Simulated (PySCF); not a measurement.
First SCF of a structure search on singlet Sr₂H₄, at a hand-made ethylene-like geometry. PySCF input:

```python
from pyscf import gto, scf, dft
mol = gto.M(atom='''
Sr     1.850000     0.000000     0.000000
Sr    -1.850000     0.000000     0.000000
H      2.935000     1.866200     0.150000
H      2.935000    -1.866200     0.150000
H     -2.935000     1.866200    -0.150000
H     -2.935000    -1.866200    -0.150000''',
    basis={'Sr': 'def2-TZVP', 'H': 'def2-TZVP'},
    ecp={'Sr': 'def2-TZVP'},
    charge=0, spin=0)
mf = dft.RKS(mol, xc='PBE0')
mf.grids.atom_grid = (50, 194)
aux = {'Sr': 'def2-universal-JKFIT', 'H': 'def2-universal-JKFIT'}
mf = mf.density_fit(auxbasis=aux)
mf.conv_tol = 1e-08
mf.diis_space = 10
mf.max_cycle = 60
mf.init_guess = 'minao'
mf.verbose = 4
mf.kernel()
```

Excerpt of the output (cycles and frontier levels):

```
init E= -60.0352219294774
  HOMO = -0.448864028074481  LUMO = -0.380057458981063  gap/eV = 1.87232
cycle= 1 E= -63.5312610309326  delta_E= -3.5  |g|= 0.52  |ddm|= 3.75
  HOMO = -0.184396852851992  LUMO = -0.0941266688713709  gap/eV = 2.45638
cycle= 2 E= -63.6116863133962  delta_E= -0.0804  |g|= 0.231  |ddm|= 1.74
  HOMO = -0.223548310552954  LUMO = -0.131227107306659  gap/eV = 2.51219
cycle= 3 E= -63.6278367335509  delta_E= -0.0162  |g|= 0.0235  |ddm|= 0.508
  HOMO = -0.227547794196094  LUMO = -0.134517926500008  gap/eV = 2.53147
cycle= 4 E= -63.6280068501178  delta_E= -0.00017  |g|= 0.00633  |ddm|= 0.0309
  HOMO = -0.227777889030934  LUMO = -0.133889103519748  gap/eV = 2.55484
cycle= 5 E= -63.6280198308459  delta_E= -1.3e-05  |g|= 0.00252  |ddm|= 0.013
  HOMO = -0.227518599710028  LUMO = -0.134059315648026  gap/eV = 2.54316
cycle= 6 E= -63.6280225719726  delta_E= -2.74e-06  |g|= 0.000259  |ddm|= 0.0051
  HOMO = -0.227488934957858  LUMO = -0.134000372071999  gap/eV = 2.54395
cycle= 7 E= -63.6280226716215  delta_E= -9.96e-08  |g|= 8.03e-05  |ddm|= 0.0012
  HOMO = -0.227487901793301  LUMO = -0.134002652542585  gap/eV = 2.54386
cycle= 8 E= -63.6280226742463  delta_E= -2.62e-09  |g|= 2.62e-05  |ddm|= 0.000142
  HOMO = -0.227485208118279  LUMO = -0.134004006297353  gap/eV = 2.54375
Extra cycle  E= -63.6280226744099  delta_E= -1.64e-10  |g|= 1.92e-05  |ddm|= 5.93e-05
converged SCF energy = -63.6280226744099
```

No lower solution of this spin was found by a stability analysis within the restricted form, which does not test spin polarisation.

The search for the lowest solution, with the stability check, took 2.3 s on 2 threads of a shared Arm Neoverse V2 host, with 90 basis functions; the process peaked at 0.4 GiB. Launch command: `OMP_NUM_THREADS=2 python axn.py task.json out`.
